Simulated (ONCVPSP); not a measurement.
silver (Ag): one change to an ONCV potential, before and after

ONCVPSP 4.0.1 input, shortened (lines: element, Z, core and valence counts, functional; n l f; lmax; l rc ep ncon nbas qcut; lloc lpopt rc5 dvloc0; l nproj debl; icmod fcfact rcfact), PBE, scalar-relativistic:

```
  Ag 47.00    7    3        4      upf
    1    0    2.00
    2    0    2.00
    2    1    6.00
    3    0    2.00
    3    1    6.00
    3    2   10.00
    4    0    2.00
    4    1    6.00
    4    2   10.00
    5    1    1.00
    3
    0    1.75    0.33    3    8    3.70
    1    1.65    0.00    4    9    8.60
    2    1.80    0.00    4    8   10.50
    3    1.65    0.43    4    7    6.40
    3    5    1.65    0.00
    0    2    1.60
    1    2    2.50
    2    2    1.00
    3    0    3.50
    3    3.00    1.30
```

In the s channel the program set the typed energies aside and used 0.050, 1.650 Ha.

Change: p: qcut 5.9.

Cutoffs: the cutoffs (Ha) at which the residual kinetic energy of the hardest occupied pseudo-wave falls to 1 and 0.1 mHa per electron; they do not see the model core or the augmentation charge, which bear on the density cutoff. Errors are all-electron minus pseudo energies relative to the spin-unpolarised reference configuration.

Task: How do hardness, ghosts and transferability respond?

Result: The potential gets harder (31 Ha and 37 Ha → 31 Ha and 57 Ha); both files keep a bound ghost (s); the errors of the 4 common tests hardly move; the range in which the p phases agree narrows (upper end at the end of the scan → 1.9).

| quantity | base | changed |
| --- | --- | --- |
| cutoff, loose | 31 Ha | 31 Ha |
| cutoff, tight | 37 Ha | 57 Ha |
| loose cutoff by channel | p 20 Ha, d 31 Ha | p 17 Ha, d 31 Ha |
| bound ghosts | s | s |
| GHOST(+) flags under 300 eV | s at 244.8 eV | s at 244.8 eV |
| error for 4p6 4d10 5s1 5p0, meV [ΔE -3.87 eV] | -4.0 | -4.0 |
| error for 4p6 4d10 5p0, meV [ΔE 3.89 eV] | -0.3 | -0.2 |
| error for 4p6 4d9 5p0, meV [ΔE 26.01 eV] | -0.9 | -1.2 |
| error for 4p6 4d9 5s1 5p0, meV [ΔE 9.29 eV] | -30 | -30 |
| s: phases at 1.77 bohr within 0.05 rad from the reference energy up to (Ha; the scan ends near 5) | to the end of the scan | to the end of the scan |
| p: phases at 1.67 bohr within 0.05 rad from the reference energy up to (Ha; the scan ends near 5) | to the end of the scan | 1.9 |
| d: phases at 1.83 bohr within 0.05 rad from the reference energy up to (Ha; the scan ends near 5) | to the end of the scan | to the end of the scan |
| f: phases at 1.67 bohr within 0.05 rad from the reference energy up to (Ha; the scan ends near 5) | 1.9 | 1.9 |
| rms error of d²Exc/dni dnj with the model core, mHa | 1.29 | 1.30 |

 A true bound ghost makes a file unfit for plane-wave use even where its test errors are small: the radial tests pick states by their node count and pass the ghost by.
